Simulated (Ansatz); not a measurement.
C₂H₃FSSe (`FC(=[Se])CS`). Charge 0, multiplicity 1.

```xyz
8

F    -1.339   -0.225   -1.410
C    -0.101    0.002   -0.999
Se    1.279   -0.340   -2.021
C    -0.072    0.541    0.383
S    -0.455   -0.768    1.586
H    -0.863    1.285    0.507
H     0.893    0.989    0.600
H     0.657   -1.484    1.355
```

Q: List the harmonic frequencies (cm⁻¹, unscaled) at PBE0-D4/def2-TZVP in Ansatz. (Estimate.)

A: The calculation gave: 58, 179, 240, 323, 400, 537, 689, 739, 812, 991, 1132, 1203, 1258, 1304, 1445, 2708, 3084, 3180.

Q: Is this a minimum?

A: Yes, all 18 modes are real.

Q: Give the ideal-gas thermochemistry at 298.15 K and 1 bar (rigid rotor, harmonic oscillator; point group C1, symmetry number 1).

A: Zero-point energy 121.3 kJ/mol; H(298) − E = 139.7 kJ/mol; entropy 342.9 J/(mol·K), of which translation 171.9, rotation 118.5, vibration 52.5; G(298) − E = 37.4 kJ/mol. Modes under 100 cm⁻¹ are hindered rotations or soft bends, so the harmonic entropy is rough.

Q: And at 400, 500, 600, 800 and 1000 K?

A: 
```json
{"T (K)": "400", "H − E (kJ/mol)": "149.6", "S (J/mol/K)": "371.4", "G − E (kJ/mol)": "1.0"}
{"T (K)": "500", "H − E (kJ/mol)": "160.7", "S (J/mol/K)": "396.1", "G − E (kJ/mol)": "-37.4"}
{"T (K)": "600", "H − E (kJ/mol)": "172.9", "S (J/mol/K)": "418.3", "G − E (kJ/mol)": "-78.1"}
{"T (K)": "800", "H − E (kJ/mol)": "199.7", "S (J/mol/K)": "456.8", "G − E (kJ/mol)": "-165.8"}
{"T (K)": "1000", "H − E (kJ/mol)": "228.8", "S (J/mol/K)": "489.2", "G − E (kJ/mol)": "-260.4"}
```

Q: Rotational constants (cm⁻¹)?

A: 0.1715, 0.03966, 0.03485.
